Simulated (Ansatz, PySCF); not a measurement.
Species: C2H6Mg, charge 0, multiplicity 1. 
Geometry from a B3LYP-D3(BJ)/def2-TZVP (Ansatz, a first-principles code) optimisation:
```xyz
9

Mg     0.0000     0.0000     0.0000
C      1.6122     0.2408    -1.3132
H      2.3583    -0.5500    -1.1895
H      2.1256     1.1941    -1.1555
H      1.2910     0.2184    -2.3590
C     -1.6122    -0.2408     1.3132
H     -2.1921    -1.1399     1.0838
H     -2.3028     0.6068     1.2681
H     -1.2801    -0.3294     2.3521
```
Charge 0, spin multiplicity 1.

Total electronic energies in hartree. Correlated levels leave the core frozen unless marked. Spin-orbit coupling is left out. No relativistic terms. CBS marks a two-point X^-3 extrapolation of the correlation energy; Hartree-Fock from the larger set. [CCSD(T)-MP2]/basis is that difference in the basis named.

| level | program | energy (Eh) |
|---|---|---|
| SVWN5/def2-TZVPD | Ansatz | -278.18743 |
| TPSS/def2-TZVPD | PySCF | -279.95021 |
| TPSSh-D4/def2-TZVPD | PySCF + dftd4 | -279.94083 |
| HSE06-D4/def2-TZVPD | Ansatz + dftd4 | ___ |
| B2PLYP-D4/def2-TZVPD | Ansatz + dftd4 | -279.71547 |
| MP2/6-31G* | Ansatz | -279.09053 |
| MP2/def2-QZVPP | Ansatz | -279.29315 |
| RI-MP2/CBS(def2-TZVPPD,def2-QZVPPD)+[CCSD(T)-MP2]/def2-TZVPPD | Ansatz | -279.3610 |
| CCSD(T)/CBS(def2-TZVPPD,def2-QZVPPD) | Ansatz | -279.3547 |

Complete the blanks.


- HSE06-D4/def2-TZVPD, energy (Eh): -279.69345
